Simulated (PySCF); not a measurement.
Gas-phase reaction: 2 AlBr + 4 Cl ⇌ Br₂ + 2 AlCl₂

Computed with PySCF and rigid-rotor harmonic-oscillator thermochemistry at 1 bar. 'Table' is the NASA 1993 thermochemical table (part measured, part estimated). After a fit of one offset per element over all species, the range-separated, M06-2X, PBE0/def2-QZVP and CCSD(T)/def2-TZVPP enthalpies, where run, lie to one side of the table for AlBr (-34 kJ/mol), AlCl₂ (+44 kJ/mol): a fault of the table's entry, another state or a shared error of the levels is possible; this was not checked at source. † marks an energy on the PBE0/def2-TZVP geometry and frequencies. MP2 and CCSD(T) freeze the core. Open shells (unrestricted): Cl (multiplicity 2, electronic degeneracy 6), AlCl₂ (multiplicity 2); the rest are closed-shell singlets. Spin-orbit splitting is ignored; it lowers the true energy and changes the entropy of Cl. Br: all electrons, no relativistic terms. For this reaction the table lies outside the span of B3LYP, CCSD(T), M06-2X, MP2, PBE0, r2SCAN, ωB97M-V, ωB97X-V in their largest bases here; which side is off was not settled. MP2 isn't extrapolated to the basis-set limit; its ΔH°(298 K) is -851.8 kJ in def2-SVP and -951.4 kJ in def2-TZVPP. CCSD(T) isn't extrapolated to the basis-set limit; its ΔH°(298 K) is -783.1 kJ in def2-SVP and -865.0 kJ in def2-TZVPP. The harmonic model lacks anharmonicity and excited electronic states, which grow with temperature; levels with a mode under 35 cm⁻¹ are left out. The table's entry may be an old estimate for AlBr, AlCl₂ (not checked at source).

| level | ΔH°(298 K), kJ | minus table | ΔG°(2500 K), kJ |
|---|---|---|---|
| table | -1046.8 | - | -212.6 |
| BLYP/def2-TZVP† | -867.9 | 178.9 | -23.2 |
| CCSD(T)/def2-SVP† | -783.1 | 263.7 | 61.6 |
| M06-2X/def2-TZVP† | -932.0 | 114.8 | -87.2 |
| MP2/def2-SVP† | -851.8 | 195.0 | -7.0 |
| MP2/def2-TZVPP† | -951.4 | 95.4 | -106.6 |
| PBE/def2-TZVP† | -959.4 | 87.4 | -114.7 |
| PBE0/def2-QZVP† | -942.4 | 104.4 | -97.6 |
| r2SCAN/def2-TZVP† | -986.2 | 60.6 | -141.5 |
| ωB97X-V/def2-TZVP† | -924.4 | 122.4 | -79.7 |
